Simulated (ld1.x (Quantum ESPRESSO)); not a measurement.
# Pseudopotential generation for phosphorus (P): TM, PBE, non-relativistic.

ld1.x (Quantum ESPRESSO) 7.5 was run on this input:

```
&input
   title='P', zed=15., rel=0, dft='PBE', iswitch=3,
   config='[Ne] 3s2 3p3',
   nld=2, rlderiv=1.90, eminld=-3.0, emaxld=5.0, deld=0.02
 /
 &inputp
   pseudotype=2, tm=.true., lloc=-1, rcloc=1.35,
   nlcc=.true., new_core_ps=.true., rcore=0.90,
   file_pseudopw='P.UPF', file_wfcaegen='ae.wfc', file_wfcncgen='nc.wfc', file_beta='beta', file_chi='chi'
 /
2
3S  1  0   2.00   0.00  1.70  1.70  0.0
3P  2  1   3.00   0.00  1.75  1.75  0.0
 &test
   configts(1)='3s2 3p3'
 /
```

Command:

```bash
ld1.x < P.in > P.out
```

The program printed (shortened: banner, matrices, multipoles, cross overlaps and the repeated all-electron block are left out):

```
Program LD1 v.7.5
     --------------------------- All-electron run ----------------------------

     P

     atomic number is 15.00
     dft =PBE   lsd =0 sic =0 latt =0  beta=0.20 tr2=1.0E-14
     Exchange-correlation= PBE
                           (   1   4   3   4   0   0   0)
     mesh =1147 r(mesh) = 101.18493 a.u. xmin = -7.00 dx = 0.01250
     1 Ry =  13.60569312 eV

     n l     nl                  e(Ry)          e(Ha)          e(eV)
     1 0     1S 1( 2.00)      -152.7160       -76.3580     -2077.8067
     2 0     2S 1( 2.00)       -12.7198        -6.3599      -173.0613
     2 1     2P 1( 6.00)        -9.1512        -4.5756      -124.5080
     3 0     3S 1( 2.00)        -1.0213        -0.5106       -13.8952
     3 1     3P 1( 3.00)        -0.4055        -0.2028        -5.5176

     final scf error:  1.8E-15 reached in  26 iterations

     Etot =    -682.095522 Ry,    -341.047761 Ha,   -9280.382359 eV

     Ekin =     681.146967 Ry,     340.573484 Ha,    9267.476609 eV
     Encl =   -1623.813718 Ry,    -811.906859 Ha,  -22093.111137 eV
     Eh   =     306.420233 Ry,     153.210117 Ha,    4169.059659 eV
     Exc  =     -45.849005 Ry,     -22.924502 Ha,    -623.807490 eV

     normalization and overlap integrals

     s(1S/1S) =  1.000000  <r> =   0.1040  <r2> =    0.0145  r(max) =   0.0684
     s(2S/2S) =  1.000000  <r> =   0.5217  <r2> =    0.3244  r(max) =   0.4187
     s(2P/2P) =  1.000000  <r> =   0.4858  <r2> =    0.2963  r(max) =   0.3559
     s(3S/3S) =  1.000000  <r> =   1.9015  <r2> =    4.2098  r(max) =   1.5753
     s(3P/3P) =  1.000000  <r> =   2.3723  <r2> =    6.7831  r(max) =   1.8302

     ------------------------ End of All-electron run ------------------------

     --------------------- Generating NC pseudopotential ---------------------

      Generating local potential from pseudized AE potential:
      Matching radius rcloc =   1.3500

      Local pseudo, rcloc= 1.339 Estimated cut-off energy=    13.30 Ry

      Computing core charge for nlcc:

       r > 0.91 : true rho core
      Core charge pseudized with two Bessel functions
      Integrated core pseudo-charge :   5.44

      Wfc   3S  rcut= 1.719  Using Troullier-Martins method

      Wfc   3P  rcut= 1.763  Using Troullier-Martins method

     ------------------- End of pseudopotential generation -------------------

     Computing logarithmic derivative in   1.88838
     Computing logarithmic derivative in   1.88838
     Computing the partial wave expansion
     R is outside the sphere for l=    0 j= 0.00
     R is outside the sphere for l=    1 j= 0.00

     ---------------------- Testing the pseudopotential ----------------------

     P

     atomic number is 15.00   valence charge is  5.00
     dft =PBE   lsd =0 sic =0 latt =0  beta=0.20 tr2=1.0E-14
     mesh =1147 r(mesh) = 101.18493 xmin = -7.00 dx = 0.01250

     n l     nl             e AE (Ry)        e PS (Ry)    De AE-PS (Ry)
     1 0     3S   1( 2.00)       -1.02128       -1.02128        0.00000
     2 1     3P   1( 3.00)       -0.40553       -0.40553        0.00000

     eps = 1.3E-15  iter =  4

     Etot =    -682.095522 Ry,    -341.047761 Ha,   -9280.382359 eV
     Etotps =   -24.623185 Ry,     -12.311593 Ha,    -335.015503 eV

     Ekin =       4.499006 Ry,       2.249503 Ha,      61.212091 eV
     Encl =     -26.830823 Ry,     -13.415411 Ha,    -365.051943 eV
     Ehrt =      10.390382 Ry,       5.195191 Ha,     141.368355 eV
     Ecxc =     -15.033670 Ry,      -7.516835 Ha,    -204.543496 eV
     (Ecc =     -11.742742 Ry,      -5.871371 Ha,    -159.768148 eV)
     Epseu=       2.351919 Ry,       1.175960 Ha,      31.999490 eV

     ---------------------- End of pseudopotential test ----------------------
```

Generation and configuration tests took about 0.79 s on one core of a shared server CPU.

Transferability test of the new file with ld1.x, input:

```
&input
   title='P', zed=15., rel=0, dft='PBE', iswitch=2,
   config='[Ne] 3s2 3p3'
 /
 &test
   file_pseudo='P.UPF', nconf=8,
   configts(1)='3s2 3p3',
   configts(2)='3s2 3p2',
   configts(3)='3s2 3p1',
   configts(4)='3s2 3p0',
   configts(5)='3s0 3p5',
   configts(6)='3s1 3p0',
   configts(7)='3s2 3p3.3',
   configts(8)='3s1 3p4'
 /
```

```bash
ld1.x < P.test.in > P.test.out
```

Pseudopotential blocks of its output, shortened (energy terms left out):

```
     ---------------------- Testing the pseudopotential ----------------------

     n l     nl             e AE (Ry)        e PS (Ry)    De AE-PS (Ry)
     1 0     3S   1( 2.00)       -1.02128       -1.02128        0.00000
     2 1     3P   1( 3.00)       -0.40553       -0.40553       -0.00000

     eps = 6.0E-16  iter =  4

     Etot =    -682.095522 Ry,    -341.047761 Ha,   -9280.382358 eV
     Etotps =   -24.623185 Ry,     -12.311592 Ha,    -335.015498 eV

     ---------------------- End of pseudopotential test ----------------------

          ---------------------- Testing the pseudopotential ----------------------

     n l     nl             e AE (Ry)        e PS (Ry)    De AE-PS (Ry)
     1 0     3S   1( 2.00)       -1.70559       -1.70444       -0.00115
     2 1     3P   1( 2.00)       -1.04566       -1.04480       -0.00086

     eps = 5.3E-15  iter =  9

     Etot =    -681.379515 Ry,    -340.689758 Ha,   -9270.640584 eV
     Etotps =   -23.907510 Ry,     -11.953755 Ha,    -325.278248 eV
     dEtot_ae =       0.716007 Ry
     dEtot_ps =       0.715675 Ry,   Delta E=       0.000333 Ry

     ---------------------- End of pseudopotential test ----------------------

          ---------------------- Testing the pseudopotential ----------------------

     n l     nl             e AE (Ry)        e PS (Ry)    De AE-PS (Ry)
     1 0     3S   1( 2.00)       -2.48884       -2.48520       -0.00364
     2 1     3P   1( 1.00)       -1.78494       -1.78174       -0.00320

     eps = 8.5E-16  iter =  9

     Etot =    -679.971336 Ry,    -339.985668 Ha,   -9251.481330 eV
     Etotps =   -22.501218 Ry,     -11.250609 Ha,    -306.144663 eV
     dEtot_ae =       2.124186 Ry
     dEtot_ps =       2.121967 Ry,   Delta E=       0.002219 Ry

     ---------------------- End of pseudopotential test ----------------------

          ---------------------- Testing the pseudopotential ----------------------

     n l     nl             e AE (Ry)        e PS (Ry)    De AE-PS (Ry)
     1 0     3S   1( 2.00)       -3.34445       -3.33713       -0.00731  !
     2 1     3P   1( 0.00)       -2.59869       -2.59135       -0.00734  !

     eps = 2.0E-17  iter = 10

     Etot =    -677.784790 Ry,    -338.892395 Ha,   -9221.731854 eV
     Etotps =   -20.319801 Ry,     -10.159901 Ha,    -276.464983 eV
     dEtot_ae =       4.310733 Ry
     dEtot_ps =       4.303383 Ry,   Delta E=       0.007349 Ry

     ---------------------- End of pseudopotential test ----------------------

          ---------------------- Testing the pseudopotential ----------------------

     n l     nl             e AE (Ry)        e PS (Ry)    De AE-PS (Ry)
     1 0     3S   1( 0.00)       -1.11900       -1.11937        0.00037
     2 1     3P   1( 5.00)       -0.48438       -0.48401       -0.00037

     eps = 7.8E-15  iter = 10

     Etot =    -680.844384 Ry,    -340.422192 Ha,   -9263.359749 eV
     Etotps =   -23.371397 Ry,     -11.685698 Ha,    -317.984050 eV
     dEtot_ae =       1.251139 Ry
     dEtot_ps =       1.251788 Ry,   Delta E=      -0.000650 Ry

     ---------------------- End of pseudopotential test ----------------------

          ---------------------- Testing the pseudopotential ----------------------

     n l     nl             e AE (Ry)        e PS (Ry)    De AE-PS (Ry)
     1 0     3S   1( 1.00)       -4.28654       -4.28056       -0.00598  !
     2 1     3P   1( 0.00)       -3.50029       -3.49092       -0.00937  !

     eps = 2.4E-16  iter =  7

     Etot =    -673.971563 Ry,    -336.985781 Ha,   -9169.850258 eV
     Etotps =   -16.513932 Ry,      -8.256966 Ha,    -224.683493 eV
     dEtot_ae =       8.123960 Ry
     dEtot_ps =       8.109253 Ry,   Delta E=       0.014707 Ry

     ---------------------- End of pseudopotential test ----------------------

          ---------------------- Testing the pseudopotential ----------------------

     n l     nl             e AE (Ry)        e PS (Ry)    De AE-PS (Ry)
     1 0     3S   1( 2.00)       -0.84180       -0.84194        0.00014
     2 1     3P   1( 3.30)       -0.23863       -0.23870        0.00006

     eps = 2.3E-15  iter =  6

     Etot =    -682.191802 Ry,    -341.095901 Ha,   -9281.692309 eV
     Etotps =   -24.719477 Ry,     -12.359738 Ha,    -336.325613 eV
     dEtot_ae =      -0.096280 Ry
     dEtot_ps =      -0.096292 Ry,   Delta E=       0.000012 Ry

     ---------------------- End of pseudopotential test ----------------------

          ---------------------- Testing the pseudopotential ----------------------

     n l     nl             e AE (Ry)        e PS (Ry)    De AE-PS (Ry)
     1 0     3S   1( 1.00)       -1.07231       -1.07239        0.00008
     2 1     3P   1( 4.00)       -0.44656       -0.44633       -0.00023

     eps = 8.4E-15  iter = 10

     Etot =    -681.474659 Ry,    -340.737329 Ha,   -9271.935075 eV
     Etotps =   -24.002181 Ry,     -12.001091 Ha,    -326.566312 eV
     dEtot_ae =       0.620864 Ry
     dEtot_ps =       0.621004 Ry,   Delta E=      -0.000140 Ry

     ---------------------- End of pseudopotential test ----------------------
```
